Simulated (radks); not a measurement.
The numbers below are computed, except where a source is named.
Effect of the nuclear size on the rhodium ion Rh3+, [Kr] 4d6. Level of theory: Dirac Kohn-Sham, BLYP, spin-unpolarised, spherical densities, finite nucleus; open shells are shared between the two j in proportion to 2j + 1; Fermi nuclear charge, rms radius 4.4945 fm (a radial shooting solver on a logarithmic mesh with Libxc functionals). The rms radius is varied about that value; shifts are against it.

rms radius (fm)  total energy shift (eV)  density at nucleus (e/bohr^3)  1s1/2 shift (meV)  2s1/2 shift (meV)  4s1/2 shift (meV)  4p1/2 shift (meV)  5s1/2 (empty) shift (meV)
3.6136                            -0.782                      1.244e+05               -330              -36.2              -1.22              0.065                     -0.189
4.1439                            -0.329                      1.223e+05               -139              -15.2             -0.515              0.027                     -0.079
4.4945                                 0                       1.21e+05              0.000              0.000              0.000              0.000                      0.000
4.7192                             0.223                      1.203e+05               94.1               10.3              0.349             -0.019                      0.054
4.9529                             0.465                      1.196e+05                196               21.6              0.728             -0.039                      0.112

Slopes of the eigenvalues against <r^2> in GHz/fm^2, as finite differences over the two radii next to the reference (eigenvalue slopes, not the field-shift constants of lines): 1s1/2 11000, 2s1/2 1210, 4s1/2 41.0, 4p1/2 -2.18, 5s1/2 (empty) 6.32.
